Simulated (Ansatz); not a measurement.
Basis sets compared for the cluster BiF₃. The state is a singlet with charge 0. Geometry PBE-D4/def2-TZVP. Ansatz on 4 threads of Arm Neoverse V1 on a shared host; times are rough, and most runs start from earlier orbitals.

```xyz
4

Bi    0.3853    0.6093    0.2792
F     0.1490   -1.0588    1.3914
F    -1.5479    0.7784   -0.2765
F     1.0136   -0.3290   -1.3942
```

In the def2 sets Bi takes a core potential; there is no spin–orbit coupling. The structure comes from a short search, and lower isomers may exist.

Binding counts from free atoms (Bi quartet, F doublet) in the same basis, without a counterpoise term.

| level | functions | energy (Eh) | HOMO (eV) | LUMO (eV) | binding per atom (eV) | wall time |
| --- | --- | --- | --- | --- | --- | --- |
| PBE-D4/def2-SVP | 68 | -513.7421 | -8.04 | -2.20 | 3.34 | 0.45 s |
| PBE-D4/def2-TZVP | 143 | -514.1584 | -8.56 | -2.55 | 3.50 | 0.8 s |
| r2SCAN-D4/def2-TZVP | 143 | -514.3803 | -8.97 | -2.31 | 3.26 | 1.8 s |
| PBE0-D4/def2-SVP | 68 | -513.6989 | -9.72 | -1.56 | 2.98 | 0.6 s |
| PBE0-D4/def2-TZVP (with forces) | 143 | -514.1104 | -10.13 | -1.86 | 3.16 | 1.4 s |

(1) Estimate the rows for PBE-D4/def2-TZVPD, r2SCAN-D4/def2-TZVPD, PBE0-D4/def2-TZVPD.

Results:

(1) 
```tsv
level	functions	energy (Eh)	HOMO (eV)	LUMO (eV)	binding per atom (eV)	wall time
PBE-D4/def2-TZVPD	176	-514.1640	-8.69	-2.67	3.51	1.2 s
r2SCAN-D4/def2-TZVPD	176	-514.3848	-9.05	-2.38	3.28	2.5 s
PBE0-D4/def2-TZVPD	176	-514.1151	-10.21	-1.97	3.17	1.6 s
```
